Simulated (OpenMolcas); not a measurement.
# P⁺: the spin-orbit constant, Slater's ratio, worked from levels

```yaml
Program: OpenMolcas 26.06
Basis: ANO-R3 [6s5p4d2f1g]
Scalar_Hamiltonian: X2C, finite nucleus
Active_space: 2 electrons in 3 orbitals (3p)
State_averaging: 2S+1 = 3 even, 3 roots; 2S+1 = 1 even, 6 roots
Spin-orbit_coupling: state interaction with AMFI integrals over the reference wave functions, term energies averaged over their components
```

Methods: CASSCF; SS-CASPT2, IPEA 0.25 Eh, imaginary shift 0.1 Eh (closed shells correlated: 2s 2p 3s). Measured levels: NIST Handbook of Basic Atomic Spectroscopic Data.

**The spin-orbit constant.** For the Hund term 3P of p2, E(J) = (A/2) J(J+1) + constant and ζ = 2S·A = 2A. From J = 0 to J = 2 the energy changes by 3 A.

```tsv
Source	E(2) - E(0)	A	ζ
CASSCF	424.3	141.4	283
SS-CASPT2	424.8	141.6	283
measured	469.1	156.4	313
```

All in cm-1. SS-CASPT2 is off by -9.4 % and CASSCF by -9.6 %. Both methods take the spin-orbit matrix elements from the reference wave functions, so the second can move ζ only through the term energies and any multistate remixing. Second-order mixing with other terms is absorbed into this ζ.

**Slater's ratio.** With one set of orbitals, p2 has 1D - 3P = 6 F2 and 1S - 1D = 9 F2 (F2 = F²/25), a ratio of 3/2. Term energies are centres of gravity, weighted by 2J + 1.

| Source | 1D - 3P | 1S - 3P | F2 from the first | Ratio |
| --- | --- | --- | --- | --- |
| CASSCF | 11334 | 28055 | 1889 | 1.475 |
| SS-CASPT2 | 8412 | 21094 | 1402 | 1.508 |
| measured | 8567 | 21260 | 1428 | 1.482 |

Energies in cm-1. A ratio away from 3/2 shows effects beyond one configuration with one set of orbitals, and in heavier atoms second-order spin-orbit shifts.

Term energies are means over components that CASPT2 splits; among the terms shown or strongly mixed into the levels shown the widest spread is 110 cm-1 (3s2 3p2 1D, SS-CASPT2). With the s shell closed, the reference lacks s² → p² mixing. Without dynamic correlation excited terms often stand tens of per cent too high (terms of higher spin than the ground term too low), and those without a measured partner can miss by more than the paired ones (holds for CASSCF). Measured partners are found by configuration, term and J. A level has none where our copy of the source lacks it or the pairing is in doubt (some pairs that miss far off the trend of their configuration count as doubtful), and it then counts in no deviation. Only configurations of the active space appear.
